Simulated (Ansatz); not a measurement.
```yaml
crystal:
  periodic: [false, false, false]
  atoms:
    - {symbol: B, position_ang: [-0.664148, 1.246400, -0.981326]}
    - {symbol: Te, position_ang: [-0.642735, 0.675629, 0.937485]}
    - {symbol: C, position_ang: [0.542752, -0.996792, 0.771245]}
    - {symbol: H, position_ang: [-0.090935, 0.634699, -1.761317]}
    - {symbol: H, position_ang: [-1.261468, 2.186434, -1.242627]}
    - {symbol: H, position_ang: [1.395360, -0.869192, 1.360687]}
    - {symbol: H, position_ang: [0.806474, -1.102156, -0.233604]}
    - {symbol: H, position_ang: [0.003214, -1.829933, 1.095986]}
basis:
  gaussian: {orbitals: def2-TZVPD, fitting: {mean_field: cc-pVTZ-jkfit}, final_grid: {core_spheres: 20, valence_spheres: 16, degree: 47}}
hamiltonian: {xc: {name: HF}}
correlation: {method: rpa}
accuracy: high
scf: {lower_state_search: full}
```

```sh
$ ansatz run in.yaml --threads 2 --pin off --events-out ev --progress --plain --max-ram 4352MiB
```

(1) How does Ansatz answer? (Best estimate.)

Results:

(1) Ansatz gave: The program refused the input.
```
Functional definition: HF
Error: <dir> the basis set cc-pVTZ-JKFIT has no functions for Te
```
